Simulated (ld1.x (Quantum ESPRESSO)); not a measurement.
## Pseudopotential generation for Mn: TM semilocal, LDA (PZ), scalar-relativistic.

- Element: Mn (Z = 25)
- Generator: ld1.x (Quantum ESPRESSO) 7.5
- Type: norm-conserving Troullier–Martins (semilocal form)
- Functional: LDA (PZ)
- Relativity: scalar-relativistic
- Frozen core: [Ar]
- Valence charge: 7
- Reference configuration: 3d5 4s0 4p0 (charge +2)
- Partial waves: 4p (bound, empty): rc 2.80 bohr; 3d (bound): rc 2.00 bohr; 4s (bound, empty): rc 1.85 bohr
- Local potential: the s channel
- Core correction: a·sin(br)/r model core, default radius (core density twice the valence density)

Q: Does the generator finish with these settings?

A: Yes, a potential is produced and its reference levels are reproduced.

Q: Estimate the cutoffs (Ry, on a coarse ladder) from which the occupation-weighted sum of valence levels, in a spherical-Bessel basis at the reference potential, stays within 10 and 1 mRy of its value at 400 Ry.

A: 70 Ry and 110 Ry.

Q: Tests: 3d5 4s2 4p0; 3d5 4s1 4p0; 3d4 4s0 4p0; 3d5 4s1 4p1; 3d4 4s2 4p0; 3d5 4s0 4p2; 3d5 4s0 4p1. Which has the largest error in its energy relative to the reference configuration, and how large is it?

A: 3d4 4s0 4p0, with -270 meV (all-electron minus pseudo) on +32.81 eV.
